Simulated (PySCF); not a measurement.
**Electronic structure of As (arsenic, neutral) at the M06-2X level**

Configuration: [Ar] 3d10 4s2 4p3, high-spin 4S determinant. All numbers are calculated (PySCF 2.14, scalar relativity through the core potential, in cc-pVDZ-PP with ECP10MDF).

```json
{
  "Total energy": "-332.5561 hartree",
  "One-electron energy": "-586.9051 hartree",
  "Hartree (Coulomb) energy": "281.4094 hartree",
  "Exchange-correlation energy": "-27.0604 hartree",
  "⟨S²⟩": "3.7511",
  "⟨L²⟩": "0.000",
  "Sum of ⟨r⟩": "23.07 bohr",
  "Sum of ⟨r²⟩": "39.85 bohr²",
  "Time after the integrals": "0.29 s of wall time on 1 thread of Intel(R) Xeon(R) Platinum 8375C CPU @ 2.90GHz (shared host)"
}
```

| shell | electrons | mean orbital energy (hartree) | rms radius, mean of both spins (bohr) |
| --- | --- | --- | --- |
| 3s α | 1 | -7.33147 | 0.644 |
| 3s β | 1 | -7.32085 | 0.644 |
| 3p α | 3 | -5.40830 | 0.670 |
| 3p β | 3 | -5.39690 | 0.670 |
| 3d α | 5 | -1.83356 | 0.745 |
| 3d β | 5 | -1.82481 | 0.745 |
| 4s α | 1 | -0.67982 | 2.14 |
| 4s β | 1 | -0.51170 | 2.14 |
| 4p α | 3 | -0.28614 | 2.69 |

Energies and moments cover only the electrons outside the core potential.
